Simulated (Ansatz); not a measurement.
`O=COC(F)[SiH3]` + `CBNC` → `CBNC[SiH3]` + `O=COCF`  (formal exchange of groups at the Si–C bond)

Calculated with Ansatz (gas phase, PBE0-D4/def2-TZVP geometries, no zero-point term in ΔE). CCSD(T)/CBS adds triple-zeta CCSD(T) − MP2 to the extrapolated MP2 energy (def2 sets, frozen cores). This one scheme is used for every species. Functionals use def2-TZVPP. B3LYP here is the variant with VWN-RPA as its local correlation; programs differ in this. One conformer a species, not always the lowest.

| level | ΔE (kcal/mol) |
| --- | --- |
| PBE-D4 | -3.0 |
| B3LYP-D4 | -3.0 |
| B2PLYP | -3.1 |
| MP2/CBS(def2) | -3.9 |

Q: What does CCSD(T)/CBS give? (Estimate.)

A: Computed: -3.3 kcal/mol. The listed levels differ from it by 0.3, 0.3, 0.2, -0.6 kcal/mol.

Largest T1 diagnostic among the species: 0.015.

From PBE to PBE0 (25 % exact exchange), in def2-TZVPP and without D4, ΔE moves by −0.7 kcal/mol.
